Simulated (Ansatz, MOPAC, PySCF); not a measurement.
Noncovalent pair: NH3 (SMILES N) (first 4 atoms) with HI (SMILES I); geometry from B3LYP-D3(BJ)/def2-TZVP.
(charge 0, multiplicity 1):
```xyz
6

N     -0.0803    -0.0838     0.5171
H      0.1505    -0.9682     0.0788
H     -1.0025     0.2049     0.2112
H      0.5961     0.6136     0.2282
I     -0.0320    -0.4129     3.8603
H     -0.0567    -0.2442     2.1463
```

Interaction energies are E(AB) − E(A) − E(B) at the monomers' geometry in the complex; basis-set methods are counterpoise corrected. Rows marked so take none.

Frozen-core correlation. Filled d and f shells under p-block atoms count as core. CBS(a, b) extrapolates the correlation energy as X⁻³ and adds the Hartree–Fock energy of set b. Rows in 3-21G carry no dispersion term and start afresh at each structure; the Pople sets are all-electron and without relativity. The state that PM6 reach isn't checked.

The values were computed with Ansatz (an electronic-structure program); MOPAC for PM6 (differences of heats of formation); PySCF for 3-21G rows, the dispersion terms. Values without a source in brackets are computed. In def2 rows elements past Kr take small-core potentials, without spin–orbit coupling.

| level | interaction energy (kJ/mol) |
|---|---|
| PM6 | -25.3 |
| HF/3-21G (no counterpoise) | -56.2 |
| HF/def2-SVPD | -12.7 |
| HF/def2-TZVPPD | -10.6 |
| PBE-D3(BJ)/def2-TZVPPD | -48.4 |
| CAM-B3LYP-D4/def2-TZVPPD | -36.7 |
| wB97M-V/def2-TZVPPD | -32.9 |
| B2PLYP-D4/def2-TZVPPD | ? |
| CCSD(T)/CBS(def2-TZVPPD, def2-QZVPPD) | ? |

### Question
Some entries are withheld; supply them.

### Answer

- B2PLYP-D4/def2-TZVPPD, interaction energy (kJ/mol): -34.6
- CCSD(T)/CBS(def2-TZVPPD, def2-QZVPPD), interaction energy (kJ/mol): -31.5
